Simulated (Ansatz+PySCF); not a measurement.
# singlet H(-): levels of theory in one basis

A single H atom.

Basis set: aug-cc-pVDZ (spherical functions). All electrons are correlated. Charge -1, multiplicity 1.

Computed with Ansatz (development build ahead of 0.2.0); each method stands on the lowest determinant of its kind that the runs found. NEVPT2 correlates all electrons. Active spaces start from the frontier orbitals, and the lowest solution found is given.

```json
{"method": "RHF", "E − E(RHF) (eV)": "0.00", "<S²> of the determinant": "0.00"}
{"method": "UHF", "E − E(RHF) (eV)": "-0.01", "<S²> of the determinant": "0.15"}
{"method": "RHF-MP2", "E − E(RHF) (eV)": "-0.69", "<S²> of the determinant": "–"}
{"method": "RHF-CCSD", "E − E(RHF) (eV)": "-1.01", "<S²> of the determinant": "–"}
{"method": "RHF-CCSD(T)", "E − E(RHF) (eV)": "-1.01", "<S²> of the determinant": "–"}
{"method": "full CI (lowest root of this spin)", "E − E(RHF) (eV)": "-1.01", "<S²> of the determinant": "–"}
{"method": "CASSCF(2,2)", "E − E(RHF) (eV)": "-0.66", "<S²> of the determinant": "–"}
{"method": "SC-NEVPT2(2,2)", "E − E(RHF) (eV)": "-0.85", "<S²> of the determinant": "–"}
```

Q: What does UHF-MP2 give on the same scale?

A: -0.58 eV.

Q: Is a single determinant a sound starting point here?

A: Only with care. Unrestricted orbitals gain 0.01 eV and <S²> is 0.15 against 0.00 for a pure state, so spin symmetry breaks but gains little energy; restricted orbitals can still serve. The CASSCF(2,2) natural occupations are 1.90, 0.10.

Caution for UHF, UHF-MP2: the unrestricted determinant is spin contaminated. Caution for UHF-MP2: another reference gives a lower total.
